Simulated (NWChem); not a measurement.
Species: MgF₂; SMILES [F][Mg][F]

```xyz
3

Mg     0.0000     0.0000    -0.0477
F      1.7353     0.0000    -0.0477
F     -1.7353     0.0000    -0.0477
```
Atoms are numbered in this order, from 1.

Computed with NWChem. Pople sets run with spherical d functions. Structure relaxed at the B3LYP/6-31G* (spherical d) level. GIAO values for the isolated, static molecule; σ is the absolute isotropic shielding.

Q: Order these by “σ Mg1 (ppm)”, lowest first: B3LYP/pcSseg-2; B3LYP/def2-SVP; B3LYP/6-31G*.

A: B3LYP/pcSseg-2 (538.4), B3LYP/def2-SVP (555.5), B3LYP/6-31G* (571.6)
